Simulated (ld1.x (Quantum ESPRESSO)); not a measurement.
## u(r) = r·R(r): atom against pseudo-atom (As (Z = 33))

Columns: radius, all-electron u(r) and pseudo u(r) of the 4p shell (level -22.67 eV) of arsenic in the configuration [Ar] 3d10 4s2 4p1; PBE, scalar-relativistic, TM scheme, ld1.x (Quantum ESPRESSO) 7.5.

```csv
r (bohr),all-electron,pseudo
0.090,0.2009,0.0033
0.180,0.0936,0.0131
0.270,-0.1376,0.0296
0.360,-0.2948,0.0528
0.450,-0.3400,0.0827
0.540,-0.2970,0.1194
0.630,-0.2000,0.1628
0.720,-0.0767,0.2127
0.810,0.0546,0.2685
0.900,0.1823,0.3291
0.990,0.2999,0.3930
1.080,0.4042,0.4580
1.170,0.4937,0.5216
1.260,0.5684,0.5809
1.350,0.6288,0.6335
1.440,0.6760,0.6773
1.530,0.7110,0.7112
1.620,0.7350,0.7351
1.710,0.7493,0.7493
1.800,0.7551,0.7551
1.890,0.7534,0.7534
1.980,0.7454,0.7454
2.070,0.7321,0.7321
2.160,0.7144,0.7144
2.250,0.6933,0.6933
2.340,0.6694,0.6694
```

**Question.** How many radial nodes do the two functions have?

**Answer.** The all-electron 4p function has n − l − 1 = 2; the pseudo-wave has 0, since the states of the same l below it are removed with the core.

**Question.** At about which radius was the pseudo-wave matched?

**Answer.** 1.80 bohr. The columns agree to 0.0005 from 1.53 bohr on; several derivatives are matched, so the curves merge somewhat inside the radius.

**Question.** Is the pseudo-wave norm-conserving?

**Answer.** Yes: the TM scheme keeps the norm inside the radius equal to the all-electron one, which fixes the energy derivative of the logarithmic derivative at the level.
